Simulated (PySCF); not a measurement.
# Si⁺ (silicon, charge +1): UHF calculation

Configuration: [Ne] 3s2 4s1, 2S determinant (an excited configuration). All numbers are calculated (PySCF 2.14, no relativity, point nucleus, in aug-cc-pV(Q+d)Z (7s6p5d3f2g, 89 functions)).

| Quantity | Value |
| --- | --- |
| Total energy | -288.284142 hartree |
| One-electron energy | -393.1634 hartree |
| Hartree (Coulomb) energy | 124.7560 hartree |
| Exchange energy | -19.8768 hartree |
| Kinetic energy | 288.21138 hartree |
| ⟨S²⟩ | 0.7501 |
| ⟨L²⟩ | 0.000 |
| Sum of ⟨r⟩ | 13.92 bohr |
| Sum of ⟨r²⟩ | 44.40 bohr² |
| Density at the nucleus (Gaussians lack the cusp) | 1750 bohr⁻³ |
| Spin density at the nucleus | 0.812 bohr⁻³ |
| Langevin diamagnetic susceptibility | -35.2 ×10⁻⁶ cm³/mol |

```csv
shell,electrons,mean orbital energy (hartree),"rms radius, mean of both spins (bohr)"
1s α,1,-69.40117,0.129
1s β,1,-69.39871,0.129
2s α,1,-6.72797,0.613
2s β,1,-6.72306,0.613
2p α,3,-4.81934,0.599
2p β,3,-4.81741,0.599
3s α,1,-0.98415,2.13
3s β,1,-0.97081,2.13
4s α,1,-0.28873,5.69
```

The outer electron is Rydberg-like, and this basis confines it to a smaller radius and binds it less than a complete one would.
